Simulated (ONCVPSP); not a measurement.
Pseudopotential generation for Ho: ONCV, PBE, scalar-relativistic.

- Element: holmium (Ho)
- Generator: ONCVPSP 4.0.1
- Type: optimised norm-conserving Vanderbilt (ONCV)
- Functional: PBE
- Relativity: scalar-relativistic
- Frozen core: [Kr] 4d10
- Valence charge: 21
- Reference configuration: 4f11 5s2 5p6 6s2
- Partial waves: 5s+6s: rc 2.30 bohr, ncon 4, nbas 7, qcut 4.5 1/bohr, 2 projectors; 5p: rc 2.50 bohr, ncon 3, nbas 6, qcut 4.6 1/bohr, 3 projectors, debl 2.8 Ha; d scattering state at 0.25 Ha: rc 2.50 bohr, ncon 4, nbas 7, qcut 4.6 1/bohr, 2 projectors, debl 2.7 Ha; 4f: rc 0.65 bohr, ncon 4, nbas 7, qcut 14.7 1/bohr, 1 projector
- Local potential: polynomial inside 0.60 bohr (lpopt 2, dvloc0 4 Ha)
- Core correction: Teter function, fcfact 2.25, rcfact 1.75

In the d channel the program set the typed energies aside and used 0.050, 2.750 Ha.

Poles of the logarithmic derivatives, all-electron (AE) and pseudo (PS). s: poles at -1.7, 2.9 (AE) and -1.7, 2.7 (PS) Ha. p: poles at -0.8, 3.0 (AE) and -0.8, 3.0 (PS) Ha. d: poles at 0.6, 4.4 (AE) and 0.6, 4.4 (PS) Ha. f: poles at no energy (AE) and no energy (PS) Ha. Test radii: s 2.33, p 2.54, d 2.54, f 0.66 bohr.

- Cutoffs needed: 519 Ha and 841 Ha (the cutoffs (Ha) at which the residual kinetic energy of the hardest occupied pseudo-wave falls to 1 and 0.1 mHa per electron)
- Ghost test: ghosts flagged at negative energy: s at -233.7 eV; GHOST(+) flagged for p at 72.6 eV, d at 263.8 eV; a true bound ghost makes a file unfit for plane-wave use
- Configuration tests: tests left out (the all-electron energies of this program are off by 10 to 40 meV for near-neutral 4f atoms)
- rms error of d²Exc/dni dnj: 6.31 mHa without and 4.25 mHa with the model core
